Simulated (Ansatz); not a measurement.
CH₆OSeSi, SMILES CO[SiH2][SeH].

Coordinates come from a B3LYP-D3(BJ)/def2-SVP optimisation. This is a generated structure with no PubChem entry under its InChIKey; it may be hypothetical. One conformer was computed; it need not be the lowest.

Two levels are set side by side: PBE/def2-SVPD (Ansatz, a quantum-chemistry and plane-wave program) and CAM-B3LYP/def2-SVPD (Ansatz). Energy differences of separate SCF runs at the same geometry; the states with an electron removed or added have multiplicity 2 and 2. Differences are taken from unrounded values.

| quantity | CAM-B3LYP |
|---|---|
| vertical ionisation energy (eV) | 9.47 |
| vertical singlet–triplet gap (eV) | 5.11 |

What does PBE give, and how far is it from CAM-B3LYP? (The exact figures need the calculation; the answer reports its results.)


```tsv
quantity	PBE	PBE minus CAM-B3LYP
vertical ionisation energy (eV)	9.18	-0.29
vertical singlet–triplet gap (eV)	4.91	-0.20
```
